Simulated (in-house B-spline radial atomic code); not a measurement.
Results of a calculation; reference values are marked as such.
**Al in electron gases of falling density**

A nucleus sits in a uniform electron gas with a rigid positive background. The Kohn-Sham equations are solved self-consistently in the spin-unpolarised LDA (PW92), non-relativistic, on B-splines with outgoing waves at the boundary and partial waves to l = 8. The model has no lattice, no bands and no magnetic solution. Atomic units; δ_l are the phase shifts at the Fermi level, counted so that each bound state adds π, and good to about 0.0005.

```tsv
r_s (bohr)	k_F	δ0/π	δ1/π	δ2/π	shallowest bound level (hartree)	σ_tr (bohr²)	Q (a.u.)
1.5	1.2794	1.926	1.154	0.166	p -1.92	7.56	0.684
1.65	1.1631	1.981	1.187	0.148	p -1.98	7.92	0.490
1.8	1.0662	2.030	1.216	0.131	s -0.00162	9.02	0.394
2	0.9596	2.089	1.249	0.109	s -0.00708	11.77	0.337
2.07	0.9271	2.108	1.259	0.102	s -0.0094	13.07	0.326
2.2	0.8723	2.141	1.275	0.090	s -0.0139	15.91	0.311
2.4	0.7996	2.188	1.297	0.073	s -0.0208	21.26	0.294
2.67	0.7188	2.244	1.320	0.053	s -0.0295	29.98	0.270
3	0.6397	2.303	1.339	0.033	s -0.0391	42.47	0.240
3.3	0.5816	2.349	1.350	0.020	s -0.0471	55.46	0.214
3.6	0.5331	2.389	1.356	0.009	s -0.0548	70.11	0.191
4	0.4798	2.435	1.359	-0.002	s -0.0647	92.62	0.166
```

Q = n k_F σ_tr, with n = 3/(4π r_s³).

(1) How does the screening charge move between partial waves as the gas thins?

(2) What end-to-end powers of r_s do the first and last rows give for σ_tr and Q?

Answers

(1) By (2/π)(2l + 1) δ_l, at r_s = 1.5 it is s 3.85, p 6.92, d 1.66, f and beyond 0.56, and at r_s = 4 s 4.87, p 8.15, d -0.02, f and beyond -0.01. The free atom is [Ne] 3s2 3p1.

(2) σ_tr goes as r_s^+2.56 and Q as r_s^-1.44. Since n k_F/k_F² goes as r_s⁻², Q = 4π n Σ/k_F would fall as r_s⁻² at fixed phase shifts; the sum Σ (l + 1) sin²(δ_l − δ_(l+1)) is 0.984 in the first row and 1.697 in the last, and ranges from 0.82 to 1.70 between them, so these powers are no law.
